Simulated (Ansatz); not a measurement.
Reaction (formal exchange of groups at the Si–O bond): `CO[SiH](N)O[SiH3]` + CH₄ → `C[SiH](N)O[SiH3]` + CH₃OH

Computed with Ansatz on PBE0-D4/def2-TZVP structures; ΔE is electronic, products minus reactants. CCSD(T)/CBS is the MP2 limit (def2-TZVPP, def2-QZVPP) plus CCSD(T) − MP2 in def2-TZVPP, frozen cores. This one scheme is used for every species. Functionals use def2-TZVPP. B3LYP here is the variant with VWN-RPA as its local correlation; programs differ in this. Each species was taken in one conformer, which may not be the lowest.

`CO[SiH](N)O[SiH3]`:

Z-matrix (Å, degrees):
```
C
O 1 1.411
H 1 1.095 2 110.8
H 1 1.095 2 111.6 3 -121.2
H 1 1.092 2 108.4 3 118.9
Si 2 1.632 1 124.5 3 82.2
O 6 1.634 2 112.8 1 -65.0
N 6 1.702 2 111.2 1 51.6
H 6 1.478 2 103.1 1 176.8
Si 7 1.634 6 142.9 2 -45.0
H 8 1.006 6 120.2 2 -143.4
H 8 1.006 6 122.0 2 65.1
H 10 1.487 7 110.3 6 68.2
H 10 1.484 7 108.2 6 -172.3
H 10 1.487 7 110.8 6 -52.5
```

CH₄:

```xyz
5

C     0.000    0.000    0.000
H    -0.541    0.509   -0.797
H    -0.645   -0.752    0.454
H     0.301    0.725    0.756
H     0.885   -0.483   -0.413
```

`C[SiH](N)O[SiH3]`:

Z-matrix (Å, degrees):
```
C
Si 1 1.854
H 1 1.094 2 110.7
H 1 1.092 2 111.0 3 120.2
H 1 1.092 2 110.6 3 -119.2
N 2 1.709 1 110.0 3 -57.2
O 2 1.649 1 106.7 3 67.0
H 2 1.485 1 113.2 3 -175.7
H 6 1.006 2 122.0 1 -158.0
H 6 1.006 2 122.8 1 44.1
Si 7 1.632 2 139.1 1 -142.7
H 11 1.488 7 110.8 2 72.7
H 11 1.484 7 108.4 2 -167.7
H 11 1.489 7 111.1 2 -47.8
```

CH₃OH:

Cartesian coordinates in Å:
```
C -0.028 -0.261 0.241
O -0.400 0.529 -0.865
H -0.806 -1.015 0.371
H 0.038 0.323 1.168
H 0.926 -0.779 0.083
H 0.270 1.202 -0.998
```

```json
{"level": "r2SCAN-D4", "ΔE (eV)": "1.24"}
{"level": "B3LYP-D4", "ΔE (eV)": "1.27"}
{"level": "ωB97X-V", "ΔE (eV)": "1.22"}
{"level": "B2PLYP", "ΔE (eV)": "1.26"}
{"level": "B3LYP", "ΔE (eV)": "1.24"}
{"level": "MP2/def2-TZVPP", "ΔE (eV)": "1.26"}
{"level": "MP2/CBS(def2)", "ΔE (eV)": "1.25"}
{"level": "CCSD/CBS(def2)", "ΔE (eV)": "1.24"}
```

(1) What does CCSD(T)/CBS give? (Estimate.)

Largest T1 diagnostic among the species: 0.011.

Results:

(1) Ansatz gave: +1.23 eV. The listed levels differ from it by 0.01, 0.04, -0.01, 0.03, 0.01, 0.03, 0.02, 0.01 eV.

The D4 term adds +0.03 eV with B3LYP and +0.02 eV with PBE0; it sums over pairs of atoms, weighted by their polarisabilities, and B3LYP, whose exchange is more repulsive, gets the larger term. From PBE to PBE0 (25 % exact exchange), in def2-TZVPP and without D4, ΔE moves by +0.03 eV.
